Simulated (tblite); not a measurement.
Record of a relaxation.

Compound: C₃H₁₁BFP.
SMILES with atom numbers: `[CH3:1][CH:2]([CH3:3])[B@@H-:4]([F:5])[PH3+:6]` (hydrogens: H7, H8, H9 on C1; H10 on C2; H11, H12, H13 on C3; H14 on B4; H15, H16, H17 on P6)

Computed with GFN2-xTB (tblite), gas phase: L-BFGS steps from a force-field or distance-geometry start until the largest atomic force falls under 0.01 eV/Å. 7 of its 151 geometries are shown.

Step 0: E = -558.3119 eV, largest atomic force 2.127 eV/Å
```
atom  x, y, z in Å  |  force x, y, z in eV/Å
C1     -0.562    1.534    0.010   -0.813   1.793  -0.584
C2     -0.802    0.136    0.478   -0.112  -0.524   0.854
C3     -1.439   -0.720   -0.591   -0.803  -0.351  -0.250
B4      0.549   -0.606    0.901   -0.515  -1.096   1.749
F5      0.327   -2.055    0.976    0.584   0.656  -0.342
P6      1.937   -0.326   -0.327   -0.261   0.074   0.028
H7     -1.466    2.152    0.274    0.887  -0.278  -0.467
H8      0.314    2.034    0.462   -0.353  -0.304   0.020
H9     -0.436    1.575   -1.096   -0.031  -0.011   0.611
H10    -1.426    0.182    1.398   -0.023  -0.112  -0.652
H11    -0.663   -0.901   -1.353   -0.532   0.037  -0.095
H12    -2.324   -0.212   -1.037    0.518  -0.609   0.187
H13    -1.704   -1.711   -0.151   -0.039   0.863  -0.509
H14     0.853   -0.276    2.002    0.528   0.169   0.164
H15     1.584   -0.984   -1.511    0.824   0.295   0.210
H16     3.133   -0.847    0.196   -0.229   0.297  -0.850
H17     2.118    1.037   -0.640    0.370  -0.901  -0.075
```

Step 25: E = -559.0622 eV, largest atomic force 0.256 eV/Å
```
atom  x, y, z in Å  |  force x, y, z in eV/Å
C1     -0.594    1.520    0.059   -0.033   0.009  -0.032
C2     -0.886    0.088    0.525    0.018  -0.091   0.001
C3     -1.542   -0.712   -0.604   -0.019  -0.023  -0.109
B4      0.469   -0.599    1.080    0.170  -0.170   0.087
F5      0.509   -1.989    1.093    0.021   0.090  -0.079
P6      1.936   -0.278   -0.336    0.124   0.028  -0.081
H7     -1.493    2.136    0.082    0.078   0.000  -0.040
H8      0.171    1.981    0.690   -0.164   0.013  -0.002
H9     -0.216    1.504   -0.968   -0.021   0.008   0.075
H10    -1.587    0.126    1.365   -0.104   0.083  -0.078
H11    -0.849   -0.838   -1.437    0.109   0.027   0.005
H12    -2.423   -0.207   -0.999   -0.059  -0.003   0.118
H13    -1.823   -1.708   -0.266   -0.012   0.103   0.062
H14     0.916   -0.140    2.085    0.036   0.027  -0.018
H15     1.798   -0.932   -1.548   -0.010   0.011   0.031
H16     3.151   -0.855   -0.005   -0.076  -0.030   0.019
H17     2.455    0.913   -0.827   -0.057  -0.083   0.043
```

Step 50: E = -559.1110 eV, largest atomic force 0.035 eV/Å
```
atom  x, y, z in Å  |  force x, y, z in eV/Å
C1     -0.659    1.546    0.079    0.004   0.020   0.004
C2     -0.876    0.104    0.544   -0.001   0.007  -0.005
C3     -1.537   -0.695   -0.580    0.012   0.006  -0.019
B4      0.513   -0.565    1.053   -0.008   0.015   0.010
F5      0.582   -1.956    0.998    0.003   0.028   0.001
P6      1.963   -0.289   -0.377    0.005   0.001  -0.007
H7     -1.601    2.020   -0.197    0.003  -0.018   0.017
H8     -0.189    2.141    0.860    0.003  -0.020   0.006
H9     -0.006    1.558   -0.800   -0.007   0.005   0.009
H10    -1.577    0.129    1.386   -0.005   0.010  -0.004
H11    -0.870   -0.746   -1.442    0.009  -0.025  -0.023
H12    -2.467   -0.226   -0.900   -0.009  -0.016   0.016
H13    -1.753   -1.709   -0.252    0.021   0.012  -0.008
H14     0.991   -0.134    2.056   -0.004   0.005   0.000
H15     1.764   -0.946   -1.575   -0.016  -0.004   0.008
H16     3.063   -1.028    0.014   -0.007  -0.008  -0.016
H17     2.652    0.807   -0.878   -0.002  -0.018   0.012
```

Step 75: E = -559.1169 eV, largest atomic force 0.019 eV/Å
```
atom  x, y, z in Å  |  force x, y, z in eV/Å
C1     -0.680    1.564    0.099    0.001   0.008   0.011
C2     -0.874    0.112    0.541    0.001  -0.002  -0.010
C3     -1.492   -0.697   -0.601   -0.004   0.000  -0.008
B4      0.521   -0.524    1.074    0.000  -0.005  -0.006
F5      0.605   -1.917    1.044   -0.009  -0.005   0.016
P6      1.954   -0.306   -0.378   -0.004  -0.004   0.005
H7     -1.625    2.019   -0.193   -0.001  -0.009  -0.010
H8     -0.245    2.155    0.901    0.005   0.006   0.014
H9     -0.002    1.604   -0.760   -0.012   0.006  -0.004
H10    -1.592    0.112    1.369    0.005  -0.004  -0.012
H11    -0.838   -0.684   -1.475    0.010   0.003   0.005
H12    -2.456   -0.286   -0.898   -0.003   0.004   0.009
H13    -1.635   -1.731   -0.297    0.004   0.003   0.002
H14     0.987   -0.067    2.069    0.006  -0.002  -0.008
H15     1.650   -0.941   -1.565    0.011  -0.009   0.012
H16     3.005   -1.132   -0.031   -0.011   0.000  -0.007
H17     2.709    0.731   -0.910   -0.002   0.013  -0.008
```

Step 100: E = -559.1190 eV, largest atomic force 0.016 eV/Å
```
atom  x, y, z in Å  |  force x, y, z in eV/Å
C1     -0.703    1.579    0.130    0.001   0.002   0.007
C2     -0.871    0.115    0.541   -0.001   0.002   0.004
C3     -1.464   -0.681   -0.623    0.005   0.001   0.000
B4      0.528   -0.508    1.077    0.002  -0.005   0.001
F5      0.588   -1.900    1.135   -0.003   0.000  -0.003
P6      1.938   -0.363   -0.406    0.001   0.002  -0.001
H7     -1.651    2.008   -0.192    0.000   0.003  -0.004
H8     -0.319    2.169    0.958    0.006   0.009   0.011
H9      0.005    1.655   -0.701   -0.008  -0.002  -0.003
H10    -1.595    0.082    1.362   -0.007   0.002   0.001
H11    -0.812   -0.612   -1.498   -0.003  -0.006  -0.005
H12    -2.444   -0.297   -0.902    0.005  -0.010  -0.002
H13    -1.564   -1.729   -0.351   -0.006   0.003  -0.007
H14     1.021    0.002    2.033    0.006  -0.003  -0.004
H15     1.661   -1.033   -1.581   -0.010  -0.003   0.001
H16     3.005   -1.157   -0.038    0.006   0.006   0.013
H17     2.668    0.682   -0.953    0.006  -0.001  -0.009
```

Step 125: E = -559.1249 eV, largest atomic force 0.047 eV/Å
```
atom  x, y, z in Å  |  force x, y, z in eV/Å
C1     -0.778    1.621    0.222    0.015   0.017   0.019
C2     -0.868    0.126    0.537    0.022   0.002   0.014
C3     -1.387   -0.624   -0.691   -0.002   0.015  -0.003
B4      0.549   -0.452    1.071   -0.001   0.000  -0.007
F5      0.626   -1.845    1.188   -0.003   0.004   0.014
P6      1.921   -0.452   -0.446    0.011   0.007  -0.045
H7     -1.738    2.014   -0.111    0.009  -0.016   0.018
H8     -0.461    2.178    1.101   -0.012   0.003  -0.023
H9     -0.048    1.792   -0.572    0.007  -0.009   0.014
H10    -1.605   -0.004    1.338   -0.012   0.010  -0.011
H11    -0.738   -0.433   -1.549    0.036   0.010  -0.022
H12    -2.391   -0.297   -0.955   -0.024  -0.015   0.000
H13    -1.405   -1.694   -0.505   -0.017  -0.022   0.013
H14     1.066    0.105    1.986   -0.021  -0.014  -0.010
H15     1.627   -1.390   -1.415   -0.005   0.019   0.023
H16     3.037   -1.099    0.044    0.011   0.007   0.000
H17     2.586    0.465   -1.255   -0.014  -0.018   0.006
```

Step 150: E = -559.1270 eV, largest atomic force 0.009 eV/Å
```
atom  x, y, z in Å  |  force x, y, z in eV/Å
C1     -0.789    1.628    0.260    0.001   0.002   0.003
C2     -0.867    0.126    0.538   -0.004  -0.001   0.000
C3     -1.351   -0.603   -0.718   -0.002   0.003  -0.005
B4      0.548   -0.444    1.081    0.004   0.000  -0.004
F5      0.625   -1.832    1.235    0.002   0.001   0.002
P6      1.899   -0.482   -0.465   -0.009   0.002   0.000
H7     -1.742    2.012   -0.101    0.002  -0.006   0.000
H8     -0.519    2.171    1.163    0.003   0.005  -0.002
H9     -0.030    1.829   -0.498    0.003   0.001   0.000
H10    -1.621   -0.030    1.319   -0.004  -0.003   0.003
H11    -0.678   -0.390   -1.554    0.002   0.002  -0.006
H12    -2.351   -0.280   -1.002   -0.001  -0.005   0.000
H13    -1.367   -1.678   -0.553   -0.001   0.002   0.005
H14     1.073    0.135    1.975   -0.002  -0.002   0.003
H15     1.613   -1.518   -1.327   -0.002  -0.004   0.000
H16     3.074   -1.020    0.022    0.005  -0.003   0.001
H17     2.475    0.387   -1.385    0.002   0.006  -0.001
```

Task: Summarise the path.

Result: The energy falls by 0.8151 eV from step 0 to step 150; nine tenths of that is first reached at step 21. It falls at every step. The largest force goes from 2.127 to 0.009 eV/Å. Among the bonds B4–P6 changes most, from 1.875 to 2.054 Å; the atoms move by 0.536 Å rms after alignment.

Task: Follow the three bonds and two angles with the largest change from start to end.

Result: 
```csv
step,E above end (eV),largest force (eV/Å),B4–P6 (Å),B4–F5 (Å),C1–H7 (Å),B4–P6–H17 (°),F5–B4–P6 (°)
0,0.8151,2.127,1.875,1.467,1.127,112.7,107.0
7,0.1813,0.461,1.952,1.424,1.095,121.9,98.5
13,0.1183,0.211,2.045,1.391,1.089,123.4,98.1
20,0.0838,0.147,2.105,1.376,1.086,128.6,98.8
26,0.0597,0.177,2.054,1.390,1.091,130.0,97.9
33,0.0403,0.107,2.039,1.394,1.086,132.1,95.9
39,0.0298,0.126,2.042,1.393,1.092,131.8,95.1
46,0.0174,0.058,2.055,1.393,1.088,134.3,93.9
52,0.0155,0.033,2.055,1.395,1.089,135.3,93.9
59,0.0135,0.038,2.056,1.394,1.089,135.9,93.7
65,0.0119,0.031,2.052,1.396,1.089,136.0,93.2
72,0.0104,0.037,2.047,1.398,1.088,136.7,92.7
78,0.0098,0.012,2.052,1.395,1.089,136.9,93.1
85,0.0093,0.026,2.049,1.396,1.089,136.5,93.5
91,0.0085,0.027,2.051,1.395,1.089,134.8,94.0
98,0.0081,0.014,2.051,1.395,1.089,134.5,94.2
104,0.0077,0.018,2.054,1.394,1.089,134.4,94.1
111,0.0073,0.019,2.054,1.395,1.089,135.0,94.0
117,0.0063,0.039,2.059,1.393,1.089,136.9,93.2
124,0.0025,0.056,2.045,1.400,1.089,138.4,91.7
130,0.0013,0.020,2.051,1.399,1.089,139.5,91.3
137,0.0010,0.017,2.050,1.399,1.089,139.8,91.2
143,0.0004,0.027,2.048,1.399,1.089,139.6,91.5
150,0.0000,0.009,2.054,1.398,1.089,139.4,91.6
```

What follows is the cost of the whole relaxation. The run took 0.92 s of wall time on an Arm Neoverse V1 with one thread, no GPU, shared host with 32 logical CPUs at a one-minute load of 24.
